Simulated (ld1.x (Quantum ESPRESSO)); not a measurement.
**Ge: one change to a TM potential, before and after**

germanium (Ge), norm-conserving Troullier–Martins (Kleinman–Bylander form), made with ld1.x (Quantum ESPRESSO) 7.5 (BLYP, scalar-relativistic). Core [Ar] 3d10, reference 4s1.5 4p2.5. Waves: 4p (bound): rc 1.90 bohr; 4s (bound): rc 1.50 bohr. Local part: the s channel. Core correction: none.

Change: wave 4s (bound): rc 1.50 bohr becomes 4s (bound): rc 1.76 bohr.

Cutoffs: the cutoffs (Ry, on a coarse ladder) from which the occupation-weighted sum of valence levels, in a spherical-Bessel basis at the reference potential, stays within 10 and 1 mRy of its value at 400 Ry; they do not see the model core or the augmentation charge, which bear on the density cutoff. Errors are all-electron minus pseudo energies relative to the spin-unpolarised reference configuration.

Problem. Predict the effect on cutoff, ghosts and configuration errors.

Solution. The potential gets softer (25 Ry and 45 Ry → 21 Ry and 40 Ry); the errors of the 7 common tests hardly move; neither file shows a bound ghost. A larger radius leaves more room for a smooth pseudo-wave, so fewer plane waves are needed.

| quantity | base | changed |
| --- | --- | --- |
| cutoff, loose | 25 Ry | 21 Ry |
| cutoff, tight | 45 Ry | 40 Ry |
| bound ghosts | none | none |
| error for 4s2 4p2, meV [ΔE -3.98 eV] | +4.5 | +4.5 |
| error for 4s2 4p1, meV [ΔE 3.39 eV] | +21 | +21 |
| error for 4s2 4p0, meV [ΔE 18.84 eV] | +95 | +95 |
| error for 4s1 4p2, meV [ΔE 12.14 eV] | +9.4 | +9.4 |
| error for 4s1 4p0, meV [ΔE 53.79 eV] | +346 | +346 |
| error for 4s2 4p1.5, meV [ΔE -1.22 eV] | +9.0 | +9.1 |
| error for 4s1 4p3, meV [ΔE 4.05 eV] | +4.7 | +4.7 |
| s: phases at 2.04 bohr within 0.05 rad from the reference energy up to (Ry; the scan ends near 5) | 4.1 | 4.1 |
| p: phases at 2.04 bohr within 0.05 rad from the reference energy up to (Ry; the scan ends near 5) | to the end of the scan | to the end of the scan |
